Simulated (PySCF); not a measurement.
CH5GaO2, SMILES C[O][GaH][OH].

Coordinates come from a PBE-D3(BJ)/def2-SVP optimisation. The values are those of a single conformer.

Calculation: PBE/def2-TZVP (PySCF).

Symmetry labels are those of the subgroup Cs that the program uses (full group Cs).

Computed valence orbital energies around the gap with their symmetry:
```tsv
orbital	symmetry	energy (eV)
HOMO−7	A'	-10.91
HOMO−6	A"	-10.32
HOMO−5	A'	-10.22
HOMO−4	A'	-9.47
HOMO−3	A'	-7.67
HOMO−2	A"	-7.41
HOMO−1	A'	-6.65
HOMO	A"	-6.23
LUMO	A"	-1.38
LUMO+1	A'	-1.16
LUMO+2	A'	0.12
LUMO+3	A'	1.22
```
